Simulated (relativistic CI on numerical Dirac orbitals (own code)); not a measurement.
## Fe²⁺ in a cubic cluster: 1s photoemission with charge transfer

Computed with a charge-transfer multiplet model of a cubic metal-ligand cluster with up to 2 ligand holes, Slater and spin-orbit integrals from Dirac-Coulomb-Breit ions, Slater integrals scaled by 0.9. The ground state mixes d6 with configurations of k ligand holes L, whose averages lie at kΔ + k(k − 1)U_dd/2; a core hole lowers each added d electron by U_cd. 20 K, Lorentzian 1.1 eV and Gaussian 0.6 eV FWHM.

Atomic integrals in eV (Slater integrals scaled, ζ unscaled), ground: F2dd 9.813, F4dd 6.093, zeta_d 0.049; with the core hole: F2dd 11.412, F4dd 7.130, zeta_d 0.073, G2cd 0.061.

Cluster parameters (eV): Δ = 4.8, U_dd = 6.8, 10Dq = 0.7, 10Dq(ligand) = 0.8, V(eg) = 3.1, V(t2g) = -1.6, final-state hopping factor = 1.

```tsv
Case	n_d	d6	d7L	d8L2	S
U_cd = 7 eV	6.30	0.72	0.26	0.02	2.00
U_cd = 7.6 eV	6.30	0.72	0.26	0.02	2.00
U_cd = 8.2 eV	6.30	0.72	0.26	0.02	2.00
U_cd = 8.8 eV	6.30	0.72	0.26	0.02	2.00
U_cd = 9.4 eV	6.30	0.72	0.26	0.02	2.00
```

Weights, n_d and S are thermal averages at 20 K. Binding energies count from the first peak over 30 % of the highest in each spectrum, which can be another peak from case to case. The parameters are a model scan and need not match a compound or its usual spin state. Peaks in eV (height, largest 100):
- U_cd = 7 eV: 0.0 (100), 8.9 (19)
- U_cd = 7.6 eV: 0.0 (100), 8.9 (23)
- U_cd = 8.2 eV: 0.0 (100), 8.9 (29)
- U_cd = 8.8 eV: 0.0 (100), 3.7 (5), 9.0 (33)
- U_cd = 9.4 eV: 0.0 (100), 3.6 (6), 9.1 (37)

Curve for U_cd = 7 eV (points under 2 left out, the grid thinned):

```json
{"E (eV)": "-3.7", "Intensity": "2.6"}
{"E (eV)": "-3.4", "Intensity": "3.0"}
{"E (eV)": "-3.0", "Intensity": "3.9"}
{"E (eV)": "-2.7", "Intensity": "4.7"}
{"E (eV)": "-2.4", "Intensity": "5.9"}
{"E (eV)": "-2.1", "Intensity": "7.7"}
{"E (eV)": "-1.7", "Intensity": "11.4"}
{"E (eV)": "-1.4", "Intensity": "16.3"}
{"E (eV)": "-1.1", "Intensity": "24.7"}
{"E (eV)": "-0.7", "Intensity": "47.0"}
{"E (eV)": "-0.4", "Intensity": "73.9"}
{"E (eV)": "-0.1", "Intensity": "97.2"}
{"E (eV)": "0.3", "Intensity": "88.5"}
{"E (eV)": "0.6", "Intensity": "60.9"}
{"E (eV)": "0.9", "Intensity": "37.5"}
{"E (eV)": "1.2", "Intensity": "23.5"}
{"E (eV)": "1.6", "Intensity": "13.9"}
{"E (eV)": "1.9", "Intensity": "10.1"}
{"E (eV)": "2.2", "Intensity": "7.7"}
{"E (eV)": "2.6", "Intensity": "5.7"}
{"E (eV)": "2.9", "Intensity": "4.7"}
{"E (eV)": "3.2", "Intensity": "4.1"}
{"E (eV)": "3.5", "Intensity": "3.8"}
{"E (eV)": "3.9", "Intensity": "3.8"}
{"E (eV)": "4.2", "Intensity": "3.9"}
{"E (eV)": "4.5", "Intensity": "3.8"}
{"E (eV)": "4.9", "Intensity": "3.3"}
{"E (eV)": "5.2", "Intensity": "3.1"}
{"E (eV)": "5.5", "Intensity": "3.4"}
{"E (eV)": "5.9", "Intensity": "4.2"}
{"E (eV)": "6.2", "Intensity": "4.6"}
{"E (eV)": "6.5", "Intensity": "4.5"}
{"E (eV)": "6.8", "Intensity": "4.0"}
{"E (eV)": "7.2", "Intensity": "3.8"}
{"E (eV)": "7.5", "Intensity": "4.4"}
{"E (eV)": "7.8", "Intensity": "5.8"}
{"E (eV)": "8.2", "Intensity": "10.0"}
{"E (eV)": "8.5", "Intensity": "14.9"}
{"E (eV)": "8.8", "Intensity": "18.5"}
{"E (eV)": "9.2", "Intensity": "15.8"}
{"E (eV)": "9.5", "Intensity": "10.6"}
{"E (eV)": "9.8", "Intensity": "6.7"}
{"E (eV)": "10.1", "Intensity": "4.3"}
{"E (eV)": "10.5", "Intensity": "2.7"}
{"E (eV)": "10.8", "Intensity": "2.1"}
```

For the case U_cd = 8.8 eV, Δ = 4.8 eV is smaller than U_dd = 6.8 eV, the charge-transfer side of the Zaanen-Sawatzky-Allen scheme. With the core hole the configuration with one ligand hole lies at Δ − U_cd = -2.2, -2.8, -3.4, -4.0, -4.6 eV from the one without, in the order of the table; where this is negative the screened configuration lies lower, though the effective hopping of about 4.7 eV (from the holes of the mixed ground state) mixes the two strongly wherever it is as large as the gap.
